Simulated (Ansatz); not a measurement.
Reaction (formal loss of a carbene): `F[CH2][SnH2][F]` → `[CH2]` (triplet) + `[F][SnH2][F]`

Computed with Ansatz on PBE0-D4/def2-TZVP structures; ΔE is electronic, products minus reactants. CCSD(T)/CBS adds triple-zeta CCSD(T) − MP2 to the extrapolated MP2 energy (def2 sets, frozen cores). This one scheme is used for every species. Functionals use def2-TZVPP. HSE06 is defined as in plane-wave codes. Triplets are unrestricted, without spin–orbit coupling. Elements past krypton have def2 core potentials. For Sn outer-core shells are correlated without core-valence functions, which leaves a few kJ/mol of doubt a bond. Each species was taken in one conformer, which may not be the lowest.

`F[CH2][SnH2][F]`:

```xyz
8

F    -2.077   -0.348    0.014
C    -1.006    0.485    0.296
Sn    0.833   -0.493   -0.284
F     2.168    0.825    0.174
H    -1.129    1.419   -0.257
H    -1.000    0.703    1.366
H     1.217   -1.862    0.654
H     0.994   -0.729   -1.962
```

`[CH2]` (triplet):

Z-matrix (Å, degrees):
```
C
H 1 1.079
H 1 1.079 2 134.9
```

`[F][SnH2][F]`:

Cartesian coordinates in Å:
```
F 1.428 -0.275 1.090
Sn -0.033 0.134 -0.068
F -0.985 -1.518 -0.174
H 0.618 0.431 -1.602
H -1.028 1.228 0.754
```

Problem. Is it downhill or uphill in electronic energy at CCSD(T)/CBS, and by how much? (An estimate is asked.)

Solution. The calculation gave: Uphill: ΔE = +68.6 kcal/mol.

Problem. What do these levels give: revPBE-D4, HSE06-D4, PBE-QIDH, revPBE, HF/def2-SVP, MP2/def2-QZVPP? (An estimate is asked.)

Solution. Computed: revPBE-D4 68.9, HSE06-D4 70.1, PBE-QIDH 68.1, revPBE 65.6, HF/def2-SVP 37.6, MP2/def2-QZVPP 68.9 kcal/mol.

Largest T1 diagnostic among the species: 0.014.

The D4 term adds +2.0 kcal/mol with B3LYP and +1.0 kcal/mol with PBE0; it sums over pairs of atoms, weighted by their polarisabilities, and B3LYP, whose exchange is more repulsive, gets the larger term. From BLYP to BHLYP (50 % exact exchange), in def2-TZVPP and without D4, ΔE moves by −2.9 kcal/mol.

B3LYP here is the variant with VWN-RPA as its local correlation; programs differ in this.
